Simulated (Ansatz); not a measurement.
`CBC=O` + `Cl[Si](Cl)(Cl)[GeH3]` → `O=C[BH][GeH3]` + `C[Si](Cl)(Cl)Cl`  (redistribution)

Program: Ansatz. Geometries: PBE0-D4/def2-TZVP. ΔE: electronic, gas phase. CCSD(T)/CBS adds triple-zeta CCSD(T) − MP2 to the extrapolated MP2 energy (def2 sets, frozen cores). DFT in def2-TZVPP. For Ge outer-core shells are correlated without core-valence functions, which leaves a few kJ/mol of doubt a bond. Scalar relativity is left out up to krypton. Each species was taken in one conformer, which may not be the lowest.

`CBC=O`:

Cartesian coordinates in Å:
```
C -0.363 0.596 1.006
B 0.587 -0.105 0.003
C 0.058 -0.722 -1.345
O -0.360 -1.861 -1.292
H -0.256 1.674 0.798
H -1.420 0.354 0.879
H -0.070 0.468 2.049
H 1.760 -0.220 0.225
H 0.063 -0.184 -2.323
```

`Cl[Si](Cl)(Cl)[GeH3]`:

Cartesian coordinates in Å:
```
Cl -2.121 -1.502 -0.470
Si -0.998 -0.068 0.456
Cl -1.987 1.713 0.301
Cl -0.858 -0.549 2.436
Ge 1.155 0.079 -0.528
H 0.997 0.441 -2.009
H 1.956 1.165 0.201
H 1.855 -1.279 -0.387
```

`O=C[BH][GeH3]`:

Cartesian coordinates in Å:
```
O 2.023 -0.871 -0.195
C 1.664 0.265 -0.464
B 0.496 0.406 0.523
Ge -1.391 -0.255 0.028
H 2.170 0.868 -1.238
H 0.755 0.777 1.628
H -1.956 -1.211 1.091
H -2.321 0.974 -0.032
H -1.438 -0.952 -1.342
```

`C[Si](Cl)(Cl)Cl`:

```xyz
8

C     0.128    0.796   -0.673
Si   -0.097   -0.599    0.507
Cl   -0.536    0.099    2.371
Cl   -1.620   -1.812   -0.097
Cl    1.603   -1.719    0.628
H    -0.787    1.388   -0.730
H     0.946    1.438   -0.339
H     0.364    0.410   -1.667
```

```json
{"level": "revPBE-D4", "ΔE (kJ/mol)": "9.7", "difference from CCSD(T)/CBS": "-1.0"}
{"level": "BLYP-D4", "ΔE (kJ/mol)": "14.0", "difference from CCSD(T)/CBS": "3.3"}
{"level": "BHLYP-D4", "ΔE (kJ/mol)": "23.1", "difference from CCSD(T)/CBS": "12.4"}
{"level": "BLYP", "ΔE (kJ/mol)": "14.8", "difference from CCSD(T)/CBS": "4.1"}
{"level": "r2SCAN", "ΔE (kJ/mol)": "7.3", "difference from CCSD(T)/CBS": "-3.4"}
{"level": "r2SCAN0", "ΔE (kJ/mol)": "12.4", "difference from CCSD(T)/CBS": "1.7"}
{"level": "CCSD/def2-SVP", "ΔE (kJ/mol)": "18.1", "difference from CCSD(T)/CBS": "7.4"}
{"level": "CCSD(T)/def2-TZVPP", "ΔE (kJ/mol)": "8.5", "difference from CCSD(T)/CBS": "-2.2"}
{"level": "HF/def2-QZVPP", "ΔE (kJ/mol)": "27.7", "difference from CCSD(T)/CBS": "17.0"}
{"level": "CCSD/CBS(def2)", "ΔE (kJ/mol)": "14.7", "difference from CCSD(T)/CBS": "4.0"}
{"level": "CCSD(T)/CBS", "ΔE (kJ/mol)": "10.7", "difference from CCSD(T)/CBS": "0"}
```

Largest T1 diagnostic among the species: 0.018.

From BLYP to BHLYP (50 % exact exchange), in def2-TZVPP and without D4, ΔE moves by +6.2 kJ/mol. In def2-TZVPP, CCSD(T) changes the Hartree–Fock value by −18.7 kJ/mol (the triples alone add −4.0 kJ/mol) and MP2 by −19.2 kJ/mol. Leaving LDA and LC-ωPBE aside and taking each functional with its dispersion term where it has one, the values, not all of them listed here, spread over 15.8 kJ/mol, from r2SCAN-D4 to BHLYP-D4. LDA lies −6.4 kJ/mol from PBE without D4.
